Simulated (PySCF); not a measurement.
Computed IR spectrum (relative IR intensity) of a molecule C4H4Cl2. The structure is a stationary point at ωB97X-D3(BJ)/def2-SVP. The values are those of a single conformer. Computed with ωB97X-D3(BJ)/def2-SVP in PySCF. Frequencies are harmonic and unscaled.

Lines under 2 % of the strongest are left out, and lines within 2 cm⁻¹ are merged.

| ν (cm⁻¹) | relative intensity |
|---|---|
| 320 | 7.1 |
| 398 | 4.6 |
| 582 | 17 |
| 651 | 42 |
| 700 | 12 |
| 788 | 30 |
| 796 | 55 |
| 933 | 78 |
| 956 | 37 |
| 1212 | 64 |
| 1297 | 16 |
| 1367 | 45 |
| 1418 | 55 |
| 1692 | 4.8 |
| 1770 | 100 |
| 3201 | 5.0 |
| 3243 | 9.2 |

Task: Which structure fits?
A. C=C=C(Cl)CCl
B. C=CC=C(Cl)Cl
C. CC=C=C(Cl)Cl
D. C=C(Cl)/C=C\Cl

Result: D, C=C(Cl)/C=C\Cl
